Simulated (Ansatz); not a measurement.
C4H10MgS, singlet, at a GFN2-xTB geometry (such geometries of metal compounds can be far from the true shape); B3LYP/STO-3G in Ansatz (a program for electronic structure).

Here is a job for Ansatz.
Ansatz 0.2 input:
```yaml
crystal:
  periodic: [false, false, false]
  atoms:
    - {symbol: Mg, position_ang: [0.91516636, -0.66493608, -0.33718612]}
    - {symbol: C, position_ang: [-0.32007338, 1.02996614, -0.61626053]}
    - {symbol: C, position_ang: [-1.72460185, 0.49546302, -0.85875237]}
    - {symbol: C, position_ang: [-0.28592206, 1.77757901, 0.70896813]}
    - {symbol: C, position_ang: [0.10227969, 1.94813494, -1.75514050]}
    - {symbol: H, position_ang: [-2.45599418, 1.31005136, -0.86246448]}
    - {symbol: H, position_ang: [-2.00732089, -0.20562643, -0.06694275]}
    - {symbol: H, position_ang: [-1.78766885, -0.01932914, -1.82137477]}
    - {symbol: H, position_ang: [-0.53260262, 1.10154991, 1.53394323]}
    - {symbol: H, position_ang: [0.70394733, 2.20524641, 0.89201653]}
    - {symbol: H, position_ang: [-1.01423953, 2.59470150, 0.71534522]}
    - {symbol: H, position_ang: [1.10863131, 2.33758864, -1.59366747]}
    - {symbol: H, position_ang: [0.08226448, 1.42360137, -2.71147004]}
    - {symbol: H, position_ang: [-0.58130214, 2.80199523, -1.82576770]}
    - {symbol: S, position_ang: [0.46602377, -2.12800469, 1.47763889]}
    - {symbol: H, position_ang: [1.41581406, -3.02932927, 1.27150508]}
basis:
  gaussian:
    orbitals: STO-3G
hamiltonian:
  xc: b3lyp
```

It wrote (shortened):

```
Functional definition: B3LYP
606 factors; integrals over basis functions are off by at most 1.4e-4 eV
mean field evaluation 1: about -20349.7121 eV, gradient 2.4e1 eV
mean field evaluation 2: about -20347.3379 eV, gradient 3.5e1 eV
mean field evaluation 4: about -20352.0189 eV, gradient 2.0e0 eV
mean field evaluation 8: about -20352.1476 eV, gradient 1.1e-1 eV
mean field evaluation 16: about -20352.1476 eV, gradient 1.7e-5 eV
mean field -20352.14759378 eV, -747.9276288902 hartree, gradient 1.7e-5 eV, S^2 0.000000; 0 other end points of the search recorded, 0 dependent functions left out
reference -20352.14782414 eV, -747.9276373559 hartree; 31, 31 occupied and 17, 17 virtual orbitals, 606 factors
Total energy: -20352.14782414 eV, -747.9276373559 hartree
```
